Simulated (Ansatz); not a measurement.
A run for Ansatz (an electronic-structure program): R-SVWN5/def2-TZVPP on F3OV (SMILES [O]=[V]([F])([F])[F]).

Ansatz 0.2 input:
```yaml
crystal:
  periodic: [false, false, false]
  atoms:
    - {symbol: V, position_ang: [0.01091865, 0.01066309, 0.01087564]}
    - {symbol: O, position_ang: [0.91451373, 0.89664480, 0.91407814]}
    - {symbol: F, position_ang: [1.02110417, -0.97944836, -0.97445410]}
    - {symbol: F, position_ang: [-0.96124498, 1.04019181, -0.97229807]}
    - {symbol: F, position_ang: [-0.98509156, -0.96805135, 1.02169840]}
basis:
  gaussian:
    orbitals: def2-TZVPP
hamiltonian:
  xc: {name: SVWN5}
scf: {lower_state_search: off}
```

Output:

```
WARN ansatz: RAYON_NUM_THREADS=4 ignored (pool sized by the plan → 4); use --threads N
Functional definition: SVWN5
these checks for a lower state are left out or cut short: stability, starts, cluster_reference, orbital_swaps, neighbouring_geometries, increment
integrals: 0.11 GiB planned
1059 factors; their error is unknown
mean field: 0.74 GiB planned
mean field evaluation 1: about -35763.5963 eV, gradient 8.5e1 eV
mean field evaluation 2: about -35389.9809 eV, gradient 5.0e2 eV
mean field evaluation 4: about -35770.9217 eV, gradient 4.0e1 eV
mean field evaluation 8: about -35773.6275 eV, gradient 2.3e-1 eV
mean field evaluation 16: about -35773.6261 eV, gradient 1.3e-3 eV
mean field -35773.62613697 eV, -1314.6565122988 hartree, gradient 8.5e-6 eV, S^2 0.000000; 0 other end points of the search recorded, 0 dependent functions left out
reference -35773.62617885 eV, -1314.6565138378 hartree; 29, 29 occupied and 159, 159 virtual orbitals, 1059 factors
Total energy: -35773.62617885 eV, -1314.6565138378 hartree
Checks for a lower state left out: stability, starts, cluster_reference, orbital_swaps, neighbouring_geometries, increment
```

Self-consistency was reached.

Cost: roughly 4 core-seconds.
